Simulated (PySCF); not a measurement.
H4GeSe (SMILES [GeH3][SeH]), singlet, at a GFN2-xTB geometry. Base run: HF/cc-pVDZ run with PySCF.

PySCF was given this input:
```python
from pyscf import gto, scf, solvent

mol = gto.M(
    atom='''
Ge   -1.06809361    0.37189054    0.10719486
Se    1.09227655   -0.42050576   -0.12420499
H    -1.29571974    1.58568278   -0.74626518
H    -1.99218069   -0.71874003   -0.33211227
H    -1.36794473    0.72759380    1.53459331
H     1.69743785    0.80216221    0.33651800
''',
    basis='cc-pvdz',
    verbose=4,
)

mf = scf.RHF(mol)
mf.kernel()
```

Variants of this job, named by their change:

```json
[
 {"change": "base", "ΔE vs base (kJ/mol)": "0.00", "dipole (D)": "1.23", "HOMO-LUMO gap (eV)": "12.89"},
 {"change": "model = IEF-PCM; solvent = 2-propanol; vdw_scale = 1.4", "ΔE vs base (kJ/mol)": "___", "dipole (D)": "___", "HOMO-LUMO gap (eV)": "___"},
 {"change": "model = IEF-PCM; solvent = 2-propanol; vdw_scale = 1.0", "ΔE vs base (kJ/mol)": "-16.95", "dipole (D)": "1.82", "HOMO-LUMO gap (eV)": "13.18"},
 {"change": "model = IEF-PCM; solvent = n-hexane", "ΔE vs base (kJ/mol)": "___", "dipole (D)": "___", "HOMO-LUMO gap (eV)": "___"},
 {"change": "model = IEF-PCM; solvent = 2-propanol; r_probe = 0.5", "ΔE vs base (kJ/mol)": "-3.44", "dipole (D)": "1.45", "HOMO-LUMO gap (eV)": "12.99"},
 {"change": "model = IEF-PCM; solvent = 2-propanol", "ΔE vs base (kJ/mol)": "-8.44", "dipole (D)": "1.63", "HOMO-LUMO gap (eV)": "13.07"},
 {"change": "model = IEF-PCM; solvent = 2-propanol; lebedev_order = 11", "ΔE vs base (kJ/mol)": "-8.30", "dipole (D)": "1.63", "HOMO-LUMO gap (eV)": "13.07"},
 {"change": "model = SS(V)PE; solvent = 2-propanol", "ΔE vs base (kJ/mol)": "-8.40", "dipole (D)": "1.63", "HOMO-LUMO gap (eV)": "13.07"},
 {"change": "model = IEF-PCM; solvent = dichloromethane", "ΔE vs base (kJ/mol)": "-7.56", "dipole (D)": "1.59", "HOMO-LUMO gap (eV)": "13.06"},
 {"change": "model = IEF-PCM; solvent = 2-propanol; vdw_scale = 1.1", "ΔE vs base (kJ/mol)": "___", "dipole (D)": "___", "HOMO-LUMO gap (eV)": "___"},
 {"change": "model = IEF-PCM; solvent = acetonitrile", "ΔE vs base (kJ/mol)": "-8.81", "dipole (D)": "1.65", "HOMO-LUMO gap (eV)": "13.08"},
 {"change": "model = C-PCM; solvent = 2-propanol", "ΔE vs base (kJ/mol)": "-8.71", "dipole (D)": "1.64", "HOMO-LUMO gap (eV)": "13.08"}
]
```

Question: Fill in the missing entries.

Answer: 
- model = IEF-PCM; solvent = 2-propanol; vdw_scale = 1.4, ΔE vs base (kJ/mol): -4.46
- model = IEF-PCM; solvent = 2-propanol; vdw_scale = 1.4, dipole (D): 1.49
- model = IEF-PCM; solvent = 2-propanol; vdw_scale = 1.4, HOMO-LUMO gap (eV): 13.00
- model = IEF-PCM; solvent = n-hexane, ΔE vs base (kJ/mol): -3.08
- model = IEF-PCM; solvent = n-hexane, dipole (D): 1.37
- model = IEF-PCM; solvent = n-hexane, HOMO-LUMO gap (eV): 12.96
- model = IEF-PCM; solvent = 2-propanol; vdw_scale = 1.1, ΔE vs base (kJ/mol): -11.85
- model = IEF-PCM; solvent = 2-propanol; vdw_scale = 1.1, dipole (D): 1.73
- model = IEF-PCM; solvent = 2-propanol; vdw_scale = 1.1, HOMO-LUMO gap (eV): 13.13

The base is the gas phase, so ΔE is the electrostatic part of solvation at a fixed geometry, without cavity and dispersion terms.
